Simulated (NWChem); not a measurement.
System meant: CH2Cl2O2Si; SMILES O1CO[Si]1(Cl)Cl

Here is an NWChem input.

```
start job
memory heap 200 mb stack 900 mb global 1100 mb
geometry units angstroms noautoz
  Cl     1.638095    -1.191694     0.000000
  Si     0.000208     0.005312     0.000000
  Cl    -1.649636    -1.175246     0.000000
  O      0.006287     1.260712    -1.103278
  C      0.010462     2.164869     0.000000
  O      0.006287     1.260712     1.103278
  H      0.921687     2.786776     0.000000
  H     -0.894972     2.795175     0.000000
end
basis spherical
  * library def2-svp
end
dft
  xc b3lyp
  iterations 4
  mulliken
end
task dft energy
```

End of the output:

```
    Atom       Charge   Shell Charges
 -----------   ------   -------------------------------------------------------
    1 Cl  17    16.99   2.00  1.96  1.05  0.78  5.82  2.26  3.09  0.02
    2 Si  14    13.70   2.00  1.92  0.64  0.28  5.81  1.18  0.97  0.89
    3 Cl  17    16.99   2.00  1.96  1.05  0.78  5.82  2.26  3.09  0.02
    4 O    8     8.27   1.97  0.93  0.62  2.73  1.99  0.02
    5 C    6     5.81   1.96  0.59  0.29  1.78  0.99  0.20
    6 O    8     8.27   1.97  0.93  0.62  2.73  1.99  0.02
    7 H    1     0.99   0.66  0.26  0.06
    8 H    1     0.99   0.66  0.26  0.06

 center of mass
 --------------
 x =   0.00000000 y =   0.00000000 z =  -0.10302236

 moments of inertia (a.u.)
 ------------------
        1466.323500366568           0.000000000000           0.000000000000
           0.000000000000         924.517500623934           0.000000000000
           0.000000000000           0.000000000000         819.911373038716

     Multipole analysis of the density
     ---------------------------------

     L   x y z        total         alpha         beta         nuclear
     -   - - -        -----         -----         ----         -------
     0   0 0 0     -0.000000    -36.000000    -36.000000     72.000000

     1   1 0 0      0.000000      0.000000      0.000000      0.000000
     1   0 1 0      0.000000      0.000000      0.000000      0.000000
     1   0 0 1      0.228196      0.114098      0.114098     -0.000000

     2   2 0 0    -42.898124    -56.223296    -56.223296     69.548468
     2   1 1 0     -0.000000     -0.000000     -0.000000      0.000000
     2   1 0 1      0.000000      0.000000      0.000000      0.000000
     2   0 2 0    -39.500825   -186.751917   -186.751917    334.003008
     2   0 1 1      0.000000      0.000000      0.000000      0.000000
     2   0 0 2    -36.683680   -226.757827   -226.757827    416.831974

 ------------------------------------------------------------------------
 dft energy failed                                                                                  0
 ------------------------------------------------------------------------
 ------------------------------------------------------------------------
  current input line :
    21: task dft energy
 ------------------------------------------------------------------------
 ------------------------------------------------------------------------
 This type of error is most commonly associated with calculations not reaching convergence criteria
 ------------------------------------------------------------------------
 For more information see the NWChem manual at https://nwchemgit.github.io

0:dft energy failed:Received an Error in Communication
```

Problem. What is wrong, and how is it mended?

Solution. The run did not converge; its last values are not results. Cause: the SCF was allowed too few iterations. This input runs:
```
start job
memory heap 200 mb stack 900 mb global 1100 mb
geometry units angstroms noautoz
  Cl     1.638095    -1.191694     0.000000
  Si     0.000208     0.005312     0.000000
  Cl    -1.649636    -1.175246     0.000000
  O      0.006287     1.260712    -1.103278
  C      0.010462     2.164869     0.000000
  O      0.006287     1.260712     1.103278
  H      0.921687     2.786776     0.000000
  H     -0.894972     2.795175     0.000000
end
basis spherical
  Cl library def2-svp
  Si library def2-svp
  O library def2-svp
  C library def2-svp
  H library def2-svp
end
dft
  xc b3lyp
  iterations 150
  mulliken
end
task dft energy
```
It converges to -1399.30921 Ha (B3LYP/def2-SVP).
